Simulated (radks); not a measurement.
The thulium anion Tm- inside a hard spherical wall (all orbitals vanish at R), configuration held at [Xe] 4f14 6s2 and not refilled when levels cross. All-electron calculation, scalar-relativistic Kohn-Sham, PBE, spin-polarised, spherical densities, finite nucleus; Fermi nuclear charge, rms radius 5.2256 fm. Program: a radial shooting solver on a logarithmic mesh with Libxc functionals. Eigenvalues in eV for spin up, with the zero of energy where the potential of the charges vanishes at infinity; a dash marks a level that is unbound or too diffuse for the functional's potential to be trusted. A positive occupied level is held by the wall or, in an anion where self-interaction has pushed it up, behind a barrier. The pressure on the wall is -dE/dV.

R (bohr)  E (hartree)  kinetic (hartree)    e(5s)    e(5p)   e(6s)  e(6p, empty)  e(5d, empty)   e(4f)  pressure (GPa)
10        -13565.9185          14741.985  -44.800  -18.768   1.334             -             -   6.135           0.332
5         -13565.4597          14743.264  -36.812  -11.213   9.907        16.109        13.192  14.482            35.0
4         -13564.7842          14745.418  -31.982   -6.740  19.501        29.547        19.497  19.887             169
3.5       -13563.9486          14748.272  -27.727   -2.653  29.946        43.332        25.405  24.879             450
3         -13562.1366          14754.560  -20.648    4.590  49.987        68.307        35.748  33.479            1400
2         -13544.7194          14810.662   22.902   54.565  192.92        230.32        102.99  82.753           25800
1.5       -13497.6916          14950.071   117.64   165.27  479.17        536.41        239.20  161.43          188000
